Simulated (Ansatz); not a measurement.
Total energies of CH$_{5}$AlFPS.

| atom | x (Å) | y (Å) | z (Å) |
| --- | --- | --- | --- |
| F1 | -1.4183 | -0.4491 | -1.9423 |
| C2 | -0.7856 | 0.0347 | -0.8314 |
| Al3 | -1.1639 | -0.6823 | 0.9781 |
| S4 | 0.7680 | -0.9983 | -0.5232 |
| P5 | 2.2152 | 0.3953 | 0.1500 |
| H6 | -0.4373 | 1.0489 | -1.0329 |
| H7 | -0.7060 | 0.2109 | 2.2046 |
| H8 | -1.9932 | -2.0237 | 1.0685 |
| H9 | 2.1729 | 1.2457 | -0.9882 |
| H10 | 1.3481 | 1.2181 | 0.9167 |

Charge 0, multiplicity 1. The bonds changed during the relaxation, so this is another structure than the one it started from. All single points use the PBE0-D4/def2-TZVP geometry. It is one conformer, not always the lowest. Basis def2-TZVPP, the Gaussian-basis code of Ansatz.

RPA on PBE orbitals: Hartree–Fock energy of these orbitals -1120.38953 Eh, correlation -1.40840 Eh (frozen core).

```tsv
functional	energy without D4 (Eh)	D4 term (kJ/mol)
LDA (SPW92)	-1118.29615	–
PBE0	-1122.46989	-23.7
```

(1) Give the same for PBE, revPBE, BLYP, r2SCAN, B97M-V, B3LYP, r2SCANh, r2SCAN0, HSE06 (plane-wave form), BHLYP, CAM-B3LYP, LC-ωPBE, ωB97X-V, ωB97M-V, B2PLYP, PBE-QIDH. (Best estimate.)

B3LYP takes the VWN-RPA correlation (the form of Gaussian; ORCA's B3LYP/G). HSE06 is the plane-wave form, built on full-range PBE exchange. The double hybrids freeze the cores in their second-order part.

Results:

(1) Ansatz gave: 
```csv
functional,energy without D4 (Eh),D4 term (kJ/mol)
PBE,-1122.38216,-27.9
revPBE,-1122.76208,-76.9
BLYP,-1122.96411,-60.6
r2SCAN,-1122.85290,-6.5
B97M-V,-1122.72199,–
B3LYP,-1123.05893,-45.6
r2SCANh,-1122.83882,-7.1
r2SCAN0,-1122.81920,-7.9
HSE06 (plane-wave form),-1122.44317,-22.3
BHLYP,-1122.92637,-37.7
CAM-B3LYP,-1122.97042,-24.4
LC-ωPBE,-1122.61327,–
ωB97X-V,-1122.79850,–
ωB97M-V,-1122.88832,–
B2PLYP,-1122.53502,–
PBE-QIDH,-1122.18914,–
```

LC-ωPBE has ω = 0.4 bohr⁻¹.
